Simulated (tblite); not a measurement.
Isomers of C5H9ClOSi. Computed values, GFN2-xTB/tblite, gas phase, harmonic and unscaled. Against measured fundamentals such values can be off by several per cent, at times by over 20. Modes of hydrogen on silicon can be 10 to 20 % off. One conformer each.

Electronic energies: GFN2-xTB at the same geometries; isomer energies are rough at this level and their order can be wrong.

| SMILES | electronic energy, lowest = 0 (kcal/mol) |
| --- | --- |
| O=C=C(CCl)CC[SiH3] | 12.4 |
| C[SiH2]/C=C(/Cl)C(C)=O | 9.1 |
| CC/C(=C/[SiH3])C(=O)Cl | 0.0 |
| O[C@@H]1C=C[C@H](Cl)[C@H]1[SiH3] | 2.0 |

Problem. How do GFN2-xTB zero-point energies change the relative energies?

Solution. 
| SMILES | ZPE (kcal/mol) | of it from modes above 1550 cm⁻¹ | electronic (kcal/mol) | with ZPE, lowest = 0 (kcal/mol) | lowest mode (cm⁻¹) | rings |
| --- | --- | --- | --- | --- | --- | --- |
| CC/C(=C/[SiH3])C(=O)Cl | 76.6 | 40.4 | 0.0 | 0.0 | 52 | 0 |
| O[C@@H]1C=C[C@H](Cl)[C@H]1[SiH3] | 76.9 | 38.7 | 2.0 | 2.3 | 34 | 1 |
| C[SiH2]/C=C(/Cl)C(C)=O | 76.7 | 41.5 | 9.1 | 9.1 | 59 | 0 |
| O=C=C(CCl)CC[SiH3] | 76.1 | 38.6 | 12.4 | 11.8 | 36 | 0 |

The zero-point energies span 0.8 kcal/mol, from `O=C=C(CCl)CC[SiH3]` to `O[C@@H]1C=C[C@H](Cl)[C@H]1[SiH3]`. The order is unchanged.

Problem. What do entropy and thermal enthalpy add at 298.15 K and 1 bar (rigid rotor, harmonic oscillator, one conformer each)?

Solution. 
```csv
SMILES,point group,symmetry number,S (cal/(mol K)),H − H(0) (kcal/mol),ZPE + H − H(0) − TS (kcal/mol)
CC/C(=C/[SiH3])C(=O)Cl,C1,1,99.5,7.04,54.0
O[C@@H]1C=C[C@H](Cl)[C@H]1[SiH3],C1,1,96.6,6.56,54.6
C[SiH2]/C=C(/Cl)C(C)=O,C1,1,103.0,7.45,53.4
O=C=C(CCl)CC[SiH3],C1,1,106.5,7.45,51.8
```
